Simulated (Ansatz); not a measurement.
Input file for C₄H₇F₃ (`CC(F)CC(F)F`):

```yaml
crystal:
  periodic: [false, false, false]
  atoms:
    - {symbol: C, position_ang: [-0.114663, -1.938028, -0.268554]}
    - {symbol: C, position_ang: [-0.059236, -0.617974, 0.454177]}
    - {symbol: F, position_ang: [1.045226, -0.623007, 1.308706]}
    - {symbol: C, position_ang: [0.078816, 0.566855, -0.475842]}
    - {symbol: C, position_ang: [0.089254, 1.883061, 0.252455]}
    - {symbol: F, position_ang: [-1.109757, 2.087750, 0.864798]}
    - {symbol: F, position_ang: [0.262997, 2.897768, -0.634405]}
    - {symbol: H, position_ang: [-1.005164, -1.987409, -0.898962]}
    - {symbol: H, position_ang: [-0.154566, -2.759325, 0.448138]}
    - {symbol: H, position_ang: [0.766950, -2.067873, -0.900303]}
    - {symbol: H, position_ang: [-0.939135, -0.491487, 1.093424]}
    - {symbol: H, position_ang: [1.009469, 0.478127, -1.043047]}
    - {symbol: H, position_ang: [-0.752557, 0.582830, -1.186107]}
    - {symbol: H, position_ang: [0.869567, 1.959412, 1.014421]}
basis:
  gaussian: {orbitals: def2-SVP}
correlation: {method: ccsd_t}
```

```sh
$ ansatz run in.yaml --threads 4 --pin off --events-out ev --progress --plain --max-ram 11315MiB
```

The program prints (abridged):

```
Functional definition: HF
1330 factors; integrals over basis functions are off by at most 1.4e-3 eV
mean field evaluation 1: about -12336.7723 eV, gradient 4.1e1 eV
mean field evaluation 2: about -12336.9427 eV, gradient 4.1e1 eV
mean field evaluation 4: about -12340.8376 eV, gradient 4.3e0 eV
mean field evaluation 8: about -12340.8956 eV, gradient 2.0e-1 eV
mean field -12340.89576043 eV, -453.5195542364 hartree, gradient 1.7e-6 eV, S^2 0.000000; 0 other end points of the search recorded, 0 dependent functions left out
7 core orbitals not correlated: weight in the atoms' cores, before any rotation towards them, 1.000 or more for the frozen orbitals, at most 0.000 for the correlated occupied ones
reference -12340.89576043 eV, -453.5195542364 hartree; 22, 22 occupied and 104, 104 virtual orbitals, 1330 factors
second order -30.10229812 eV of doubles, -0.00000000 eV of singles
cycle   1  -30.78377718 eV  change   -6.8e-1 eV  update   1.1e-1
cycle   2  -31.43524740 eV  change   -6.5e-1 eV  update   3.1e-2
cycle   3  -31.59938323 eV  change   -1.6e-1 eV  update   1.5e-2
cycle   4  -31.59599809 eV  change    3.4e-3 eV  update   2.8e-3
cycle   5  -31.59546632 eV  change    5.3e-4 eV  update   1.1e-3
cycle   6  -31.59590081 eV  change   -4.3e-4 eV  update   3.1e-4
cycle   7  -31.59576410 eV  change    1.4e-4 eV  update   1.1e-4
cycle   8  -31.59568871 eV  change    7.5e-5 eV  update   3.8e-5
cycle   9  -31.59569087 eV  change   -2.2e-6 eV  update   1.2e-5
perturbative correction -0.72631571 eV, -0.0266916099 hartree
Total energy: -12373.21776700 eV, -454.7073660692 hartree
```

Run time 26 s (4 threads of an Arm Neoverse V2 on a shared host); peak host memory 1.1 GiB.

MP2 recovers 93.1 % of the CCSD(T) correlation energy and the triples give 2.2 %; T1 = 0.0101.
